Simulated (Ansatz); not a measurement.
Consider the substitution at a C–C bond: `FCC(F)Cl` + `BCS` → `BCSCF` + `FCCl`.

Program: Ansatz. Geometries: PBE0-D4/def2-TZVP. ΔE: electronic, gas phase. CCSD(T)/CBS is the MP2 limit (def2-TZVPP, def2-QZVPP) plus CCSD(T) − MP2 in def2-TZVPP, frozen cores. This one scheme is used for every species. Each species was taken in one conformer, which may not be the lowest.

```csv
level,ΔE (kJ/mol)
SCS-MP2/def2-QZVPP,7.6
HF/CBS(def2),13.1
```

Q: What does CCSD(T)/CBS give? (Best estimate.)

A: The calculation gave: +8.9 kJ/mol. The listed levels differ from it by -1.3, 4.2 kJ/mol.

Largest T1 diagnostic among the species: 0.011.

From PBE to PBE0 (25 % exact exchange), in def2-TZVPP and without D4, ΔE moves by +3.9 kJ/mol.
